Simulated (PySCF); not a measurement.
C$_{4}$H$_{12}$ClNSi (SMILES CC(C)(C)N[SiH2]Cl), singlet, geometry from GFN2-xTB, with bond 8-1 at 1.4 times its length.

Here is a job for PySCF.
```python
from pyscf import gto, scf, mcscf
import numpy

mol = gto.M(
    atom='''
Si    1.419907    0.709529    0.212515
Cl    1.964216   -0.463459   -1.358706
N     0.003244    0.184043    1.009390
C    -1.321016   -0.092175    0.467604
C    -2.348726    0.179087    1.571782
C    -1.596327    0.824286   -0.721270
C    -1.408124   -1.558200    0.023221
H     1.170053    2.579920   -0.571772
H     2.473524    0.630468    1.215784
H     0.120986   -0.267349    1.903736
H    -2.179445   -0.478864    2.422092
H    -2.267656    1.209129    1.910674
H    -3.356984    0.010219    1.203016
H    -2.608036    0.665526   -1.085808
H    -0.902351    0.617409   -1.531211
H    -1.490285    1.864250   -0.424231
H    -1.217729   -2.221754    0.864534
H    -0.666450   -1.756852   -0.746202
H    -2.394935   -1.778607   -0.375664
''',
    basis='sto-3g',
    charge=0,
    spin=0,
    verbose=4,
)

mf = scf.RHF(mol)
mf.kernel()
mc = mcscf.CASSCF(mf, 6, 8)
mc.fix_spin_(ss=0.0)
mc.kernel()
occ = numpy.linalg.eigvalsh(mc.fcisolver.make_rdm1(mc.ci, mc.ncas, mc.nelecas))[::-1]
ss = mc.fcisolver.spin_square(mc.ci, mc.ncas, mc.nelecas)[0]
print('natural occupations', occ.round(4), ' <S^2>', round(ss, 4))
```

Question: Predict the natural occupations of the active orbitals from CASSCF(8,6)/STO-3G in PySCF.

Answer: 2.00, 2.00, 1.98, 1.88, 0.13, 0.02

Question: What is the computed SCF-reference HOMO energy (CASSCF(8,6)/STO-3G)?

Answer: -7.74 eV

Question: Estimate the SCF-reference HOMO-LUMO gap that CASSCF(8,6)/STO-3G returns for this input.

Answer: 14.50 eV

Question: What is the computed SCF-reference dipole moment (CASSCF(8,6)/STO-3G)?

Answer: 2.75 D

Question: Give the SCF-reference Mulliken (on the basis functions themselves) charges in atom order at the level CASSCF(8,6)/STO-3G.

Answer: Si1 0.94, Cl2 -0.41, N3 -0.55, C4 0.15, C5 -0.18, C6 -0.19, C7 -0.19, H8 -0.13, H9 -0.13, H10 0.16, H11 0.05, H12 0.06, H13 0.06, H14 0.06, H15 0.06, H16 0.06, H17 0.05, H18 0.07, H19 0.06
